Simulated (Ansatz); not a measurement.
La(NH2)3 (LaN3H6), 10 atoms. Hardware: 4 threads of Arm Neoverse V1 on a shared host.

In the def2 sets La takes a core potential; there is no spin–orbit coupling. Correlated methods freeze 3 core orbitals; core or outer-core shells of La are correlated, in sets that lack core-valence functions.

Task: How many basis functions does each of these Ansatz runs have, and roughly what does it cost? r2SCAN-D4/def2-TZVP, charge 0 singlet, energy, from earlier orbitals; HF/def2-TZVP, charge 0 singlet, energy, from earlier orbitals; r2SCAN-D4/def2-SVP, charge 1 doublet, relaxation, 8 steps; CCSD(T)/def2-TZVPP, charge 0 singlet, energy, from earlier orbitals; PBE-D4/def2-TZVP, charge 0 singlet, energy, from earlier orbitals; PBE-D4/def2-SVP, charge 0 singlet, energy, from earlier orbitals; PBE0-D4/def2-SVP, charge 0 singlet, energy with a search over starts; HSE06-D4/def2-TZVP, charge 0 singlet, energy and forces, from earlier orbitals; r2SCAN-D4/def2-SVP, charge 0 singlet, relaxation, 18 steps; RPA@PBE/def2-TZVP, charge 0 singlet, energy, from earlier orbitals; r2SCAN-D4/def2-TZVP, charge 1 doublet at the geometry of the charge 0 singlet, energy, from earlier orbitals; PBE-D4/def2-TZVP, charge 1 doublet at the geometry of the charge 0 singlet, energy, from earlier orbitals.

Result: Other jobs shared the machine, so times can vary by a factor of up to 3. A dash marks memory too small to be measured apart from the calling script's.

| run | functions | fitting or Cholesky vectors | wall time | peak host memory (GiB) |
| --- | --- | --- | --- | --- |
| HF/def2-TZVP, charge 0 singlet, energy, from earlier orbitals | 169 | 1311 | 0.65 s | – |
| PBE-D4/def2-SVP, charge 0 singlet, energy, from earlier orbitals | 104 | 1112 | 1 s | – |
| PBE-D4/def2-TZVP, charge 0 singlet, energy, from earlier orbitals | 169 | 1047 | 1.6 s | – |
| PBE0-D4/def2-SVP, charge 0 singlet, energy with a search over starts | 104 | 1187 | 1.8 s | – |
| HSE06-D4/def2-TZVP, charge 0 singlet, energy and forces, from earlier orbitals | 169 | 1083 | 2.8 s | – |
| PBE-D4/def2-TZVP, charge 1 doublet at the geometry of the charge 0 singlet, energy, from earlier orbitals | 169 | 1047 | 2.9 s | – |
| r2SCAN-D4/def2-TZVP, charge 0 singlet, energy, from earlier orbitals | 169 | 1047 | 3.2 s | – |
| RPA@PBE/def2-TZVP, charge 0 singlet, energy, from earlier orbitals | 169 | 1245 | 3.2 s | – |
| r2SCAN-D4/def2-TZVP, charge 1 doublet at the geometry of the charge 0 singlet, energy, from earlier orbitals | 169 | 1047 | 6 s | – |
| r2SCAN-D4/def2-SVP, charge 1 doublet, relaxation, 8 steps | 104 | 1112 | 46 s | – |
| r2SCAN-D4/def2-SVP, charge 0 singlet, relaxation, 18 steps | 104 | 1112 | 47 s | – |
| CCSD(T)/def2-TZVPP, charge 0 singlet, energy, from earlier orbitals | 233 | 1400 | 6.4 min | 2.1 |
